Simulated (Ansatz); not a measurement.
Two structures of InN2H4Cl, singlet, reached by relaxing down either side of one saddle point (PBE0-D4/def2-TZVP). Energies are electronic, without zero-point energy. Computed with Ansatz 0.2.0 (basis: def2-TZVPP and def2-QZVPP); correlated methods freeze the cores. Filled d shells of the heavier atoms are correlated. Core potentials replace the inner electrons of the atoms past krypton. The def2 sets are not built for correlating such inner shells, so the correlated values are less sure here. Extrapolation: Hartree–Fock as exp(−7.88 √X), correlation as X^−2.97. First:

```xyz
8
angstrom
In -0.3389 0.2632 0.0126
N 1.2038 0.9613 -1.0673
N -0.3601 -1.1734 1.4162
H 0.2241 -1.9814 1.2544
Cl -2.2703 1.5743 -0.0760
H 0.9394 1.5520 -1.8434
H 1.8855 0.2862 -1.3832
H -1.2835 -1.4819 1.6867
```

Second:

```
atom    x (Å)    y (Å)    z (Å)
 In1  -1.1641   0.0880   0.3403
  N2   0.9699   0.3232  -0.6624
  N3  -0.3807  -1.3186   1.3979
  H4   1.4010  -0.4178  -0.1131
 Cl5  -2.2603   1.7520  -0.8464
  H6   1.4665   1.1906  -0.4986
  H7   1.0494   0.0971  -1.6465
  H8  -1.0817  -1.7143   2.0289
```

(1) Which bonds change from the first to the second?

(2) Give the saddle point's structure and its height above each. (To be estimated.)

T1 diagnostic: at most 0.023. The restricted Hartree–Fock reference is unstable towards an unrestricted one at one or more of these structures.

Answers

(1) InN₂H₄Cl ([NH2][In]([NH2])[Cl]) → InNHCl ([NH][In][Cl]) + NH₃ (still joined by a long In–N bond); bonds formed: N2–H4; bonds broken: N3–H4; bonds weakened to dative contacts: In1–N2.

(2) By the calculation: 48.58 kcal/mol above the first and 15.83 kcal/mol above the second (CCSD(T) at an estimated basis limit (MP2 extrapolated from triple and quadruple zeta, plus CCSD(T) − MP2 in triple zeta)).
```
8
angstrom
In -1.1403 0.3245 0.0937
N 0.9640 0.2631 -0.6046
N -0.1691 -0.9716 1.1836
H 0.7831 -0.6208 0.3156
Cl -2.6477 1.8244 -0.7626
H 1.6144 1.0126 -0.4067
H 1.1737 -0.0978 -1.5262
H -0.5781 -1.7342 1.7074
```

Labels in which every atom is bracketed show which atoms are joined, not bond orders.

For scale, one of the runs: CCSD(T)/def2-TZVPP, 210 basis functions, launched by `ansatz run in.yaml --threads 4 --pin off --events-out ev --progress --plain --max-ram 9574MiB`. The run took 100 s on 4 CPU threads of an Arm Neoverse V1 (shared host), with 3.2 GiB of host memory at its peak.
